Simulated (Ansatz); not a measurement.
Geometry optimisation, RKS PBE0/def2-SVP (Ansatz).

input.yaml

```yaml
crystal:
  periodic: [false, false, false]
  atoms:
    - { symbol: S, position_ang: [-0.5911, -2.34021, 1.48803] }
    - { symbol: B, position_ang: [-0.28114, -1.02607, 0.59341] }
    - { symbol: O, position_ang: [-0.14768, -0.04404, -0.21406] }
    - { symbol: Se, position_ang: [0.86268, 1.52528, -0.32329] }
    - { symbol: H, position_ang: [1.55954, 1.15221, 0.89844] }
basis:
  gaussian: { orbitals: def2-SVP }
hamiltonian:
  xc: pbe0
relax:
  f_tol: 0.015
  max_steps: 40
output:
  orbitals: {}
```

Launched with:

```bash
$ ansatz run input.yaml --threads 1 --pin off --max-ram 2048MiB --backend cpu --events-out ev --progress --plain --runs-dir out
```

Where does it end, and by what steps?

The run converged. The force dipped under the threshold on the way, but the program's further checks kept it going. After 19 steps the energy has fallen by 0.183 eV; Se4 moved furthest, 0.63 Å.

```json
{"step": "0", "energy less start (eV)": "0.0000", "largest force component (eV/Å)": "1.647", "accepted": "yes"}
{"step": "1", "energy less start (eV)": "-0.0822", "largest force component (eV/Å)": "0.824", "accepted": "yes"}
{"step": "2", "energy less start (eV)": "-0.1020", "largest force component (eV/Å)": "0.167", "accepted": "yes"}
{"step": "3", "energy less start (eV)": "-0.1152", "largest force component (eV/Å)": "0.287", "accepted": "yes"}
{"step": "4", "energy less start (eV)": "-0.1248", "largest force component (eV/Å)": "0.380", "accepted": "yes"}
{"step": "5", "energy less start (eV)": "-0.1305", "largest force component (eV/Å)": "0.371", "accepted": "yes"}
{"step": "6", "energy less start (eV)": "-0.1288", "largest force component (eV/Å)": "0.881", "accepted": "no"}
{"step": "7", "energy less start (eV)": "-0.1455", "largest force component (eV/Å)": "0.163", "accepted": "yes"}
{"step": "8", "energy less start (eV)": "-0.1565", "largest force component (eV/Å)": "0.151", "accepted": "yes"}
{"step": "9", "energy less start (eV)": "-0.1541", "largest force component (eV/Å)": "0.626", "accepted": "no"}
{"step": "10", "energy less start (eV)": "-0.1638", "largest force component (eV/Å)": "0.162", "accepted": "yes"}
{"step": "11", "energy less start (eV)": "-0.1705", "largest force component (eV/Å)": "0.135", "accepted": "yes"}
{"step": "12", "energy less start (eV)": "-0.1781", "largest force component (eV/Å)": "0.141", "accepted": "yes"}
{"step": "13", "energy less start (eV)": "-0.1786", "largest force component (eV/Å)": "0.083", "accepted": "yes"}
{"step": "14", "energy less start (eV)": "-0.1808", "largest force component (eV/Å)": "0.064", "accepted": "yes"}
{"step": "15", "energy less start (eV)": "-0.1830", "largest force component (eV/Å)": "0.012", "accepted": "yes"}
{"step": "16", "energy less start (eV)": "-0.1830", "largest force component (eV/Å)": "0.065", "accepted": "no"}
{"step": "17", "energy less start (eV)": "-0.1832", "largest force component (eV/Å)": "0.014", "accepted": "yes"}
{"step": "18", "energy less start (eV)": "-0.1831", "largest force component (eV/Å)": "0.020", "accepted": "no"}
{"step": "19", "energy less start (eV)": "-0.1832", "largest force component (eV/Å)": "0.008", "accepted": "yes"}
```

```xyz
5
Properties=species:S:1:pos:R:3
S -0.841 -2.223 1.555
B -0.279 -1.098 0.525
O 0.186 -0.229 -0.347
Se 0.464 1.524 0.167
H 1.872 1.294 0.543
```

The run took 63 s on 1 CPU thread of a shared host.
